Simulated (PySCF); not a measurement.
Predicted microwave data (PBE0-D3(BJ)/def2-SVP geometry optimisation, gas phase in PySCF) for one isomer of C5H14GeO:

```
Rotational constants : A = 4105, B = 674.9, C = 672.2 MHz
Dipole components    : |μa| = 0.63 D, |μb| = 0.88 D, |μc| = 0.00 D
Inertial defect      : -120.17 u·Å²
κ                    : -1.00
```

Question: Which candidate fits, each taken in the one conformer that was computed?
A. `[CH3:1][CH:2]([CH3:3])[C@@H:4]([CH3:5])[O:6][GeH3:7]` with C1–C2–C4–C5 -178°, C2–C4–O6–Ge7 149°
B. `[CH3:1][CH2:2][CH2:3][C@@H:4]([CH3:5])[O:6][GeH3:7]` with C1–C2–C3–C4 174°, C2–C3–C4–C5 63°, C3–C4–O6–Ge7 75°
C. `[CH3:1][CH:2]([CH3:3])[CH2:4][CH2:5][O:6][GeH3:7]` with C1–C2–C4–C5 60°, C2–C4–C5–O6 57°, C4–C5–O6–Ge7 -175°
D. `[CH3:1][C:2]([CH3:3])([CH3:4])[CH2:5][O:6][GeH3:7]` with C2–C5–O6–Ge7 179°
E. `[CH3:1][CH2:2][CH2:3][Ge@H:4]([CH3:5])[O:6][CH3:7]` with C1–C2–C3–Ge4 178°, C2–C3–Ge4–C5 57°, C3–Ge4–O6–C7 -60°

Answer: D. It is CC(C)(C)C[O][GeH3], point group Cs. The candidates at the same level (rigid rotor, commonest isotopes):

```tsv
SMILES	A (MHz)	B (MHz)	C (MHz)	μa (D)	μb (D)	μc (D)	Δ (u·Å²)	point group	rotor
CC(C)CC[O][GeH3]	4490	596.7	577.5	0.71	0.08	0.78	-84.50	C1	near-prolate asymmetric top
CC(C)(C)C[O][GeH3]	4105	674.9	672.2	0.63	0.88	0.00	-120.17	Cs	–
CCC[C@@H](C)[O][GeH3]	2806	736.8	609.1	0.40	0.76	0.74	-36.27	C1	asymmetric top
CC(C)[C@@H](C)[O][GeH3]	3410	819.1	700.5	0.27	0.47	0.84	-43.70	C1	near-prolate asymmetric top
CC[CH2][Ge@H]([CH3])[O]C	2219	1181	907.9	1.00	0.48	0.77	-98.93	C1	asymmetric top
```

`CC(C)CC[O][GeH3]` has C 14 % too low; `CCC[C@@H](C)[O][GeH3]` has A 32 % too low; `CC(C)[C@@H](C)[O][GeH3]` has B 21 % too high; `CC[CH2][Ge@H]([CH3])[O]C` has B 75 % too high. In the right answer the mirror of this Cs structure is the ab plane, so μc vanishes by symmetry (the 0.01 D computed is a residue). No structure here is proved a minimum.
